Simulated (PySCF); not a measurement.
Spinor energies of As²⁰⁺ (arsenic, charge +20)

Start: [Ne] 3s2 3p1; 3p3/2 filled at m_j = +3/2. Calculated with PySCF 2.14 in an even-tempered Gaussian basis (19 s from 2.3 bohr⁻², ratio 2.4; 13 p from 2.9 bohr⁻², ratio 2.4; 5 d from 11 bohr⁻², ratio 2.6; 4 f from 17 bohr⁻², ratio 2.6): generalised Hartree-Fock with the X2C-1e Hamiltonian and a Gaussian nucleus; one run each with spin-orbit coupling (SO) screened by Boettger's factors, then bare. This is a chosen level, not necessarily the ground level.

```
spinor shell  electrons  ε, screened SO (eV)  ε, bare SO (eV)  weight of nominal j (bare SO)  rms radius, bare SO (bohr)
       1s1/2          2             -12785.6         -12785.5                          1.000                      0.0524
       2s1/2          2              -2378.7          -2378.7                          1.000                       0.215
       2p1/2          2              -2208.9          -2210.6                          0.999                       0.190
       3s1/2          2              -864.31          -864.31                          1.000                       0.539
       3p3/2          1              -810.99          -810.82                          1.000                       0.532
```

Q: Where does 2p3/2 lie, and what is the 2p spin-orbit splitting (bare SO)?

A: At -2171.2 eV, 39.430 eV above 2p1/2.

| quantity | screened SO | bare SO |
| --- | --- | --- |
| E (hartree) | -2026.10017 | -2026.10572 |
| M_J | 3/2 | 3/2 |
| ⟨J²⟩ | 3.752 | 3.752 |
| ⟨L²⟩ | 2.002 | 2.002 |
| ⟨S²⟩ | 0.751 | 0.752 |

Each row is a mean over spinors that exchange with the open shell spreads, by up to 10.750 eV (3s1/2).
